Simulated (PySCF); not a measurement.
C7H8FSi (doublet state).
Cartesian coordinates in Å at the GFN2-xTB level; atoms count from 1:
```
atom  x, y, z in Å
F1    -2.1660   -1.2523    1.1979
C2    -1.3180   -1.6287    0.1701
C3    -0.1448   -0.7019    0.0673
C4     1.1396   -1.2068    0.1459
C5     2.2434   -0.3743    0.0437
C6     2.0514    0.9923   -0.1275
C7     0.7799    1.5088   -0.1968
C8    -0.3600    0.6845   -0.1062
Si9   -2.0248    1.4479   -0.2105
H10   -1.0071   -2.6549    0.3860
H11   -1.9289   -1.6080   -0.7419
H12    1.2852   -2.2693    0.2861
H13    3.2403   -0.7831    0.1031
H14    2.9060    1.6493   -0.2034
H15    0.6422    2.5735   -0.3256
H16   -2.0610    2.8900   -0.3699
H17   -3.2844    0.7450   -0.1283
```

The hyperfine couplings belong to this conformer and change with its torsions.

As a line formula: `FCc1ccccc1[SiH2]` [radical].

Level of theory: PySCF, UKS B3LYP, pcH-1 on C F H Si, non-relativistic, mean-field spin-orbit, GIAO. The structure is a single GFN2-xTB conformer in the gas phase; no vibrational or solvent corrections. Couplings are sensitive to structure, and on GFN2-xTB geometries they can be far from those on DFT ones, by a factor of two or more for some ions and for spin on atoms past the first row. Stability of the SCF solution: not tested.

Question: Predict the first-order ENDOR lines of F1, H16/H17, H13, H15, H14, H12 and H10/H11 under fast tumbling at B = 1208.4 mT (Q band).

Answer: For S = 1/2 in fast tumbling each set of equivalent nuclei gives two lines, ν± = |νn ± a/2| to first order, with νn = g_N μN B/h and μN/h = 7.62259 MHz/T.

| nuclei | isotope | g_N | νn (MHz) | a_iso (MHz) | lower line (MHz) | upper line (MHz) |
| --- | --- | --- | --- | --- | --- | --- |
| F1 | 19F | 5.2577 | 48.43 | 11.94 | 42.46 | 54.40 |
| H16/H17 | 1H | 5.5857 | 51.45 | -47.58 | 27.66 | 75.24 |
| H13 | 1H | 5.5857 | 51.45 | -9.49 | 46.71 | 56.19 |
| H15 | 1H | 5.5857 | 51.45 | -8.05 | 47.43 | 55.47 |
| H14 | 1H | 5.5857 | 51.45 | 3.13 | 49.89 | 53.01 |
| H12 | 1H | 5.5857 | 51.45 | 3.11 | 49.89 | 53.01 |
| H10/H11 | 1H | 5.5857 | 51.45 | 3.02 | 49.94 | 52.96 |

Question: Which pairs are centred on the nuclear Larmor frequency, and which on half the coupling?

Answer: Centred on νn, since |a| < 2νn: F1, H16/H17, H13, H15, H14, H12 and H10/H11. No pair has |a| > 2νn.

Means are taken over nuclei equivalent by connectivity, which assumes that they swap fast.
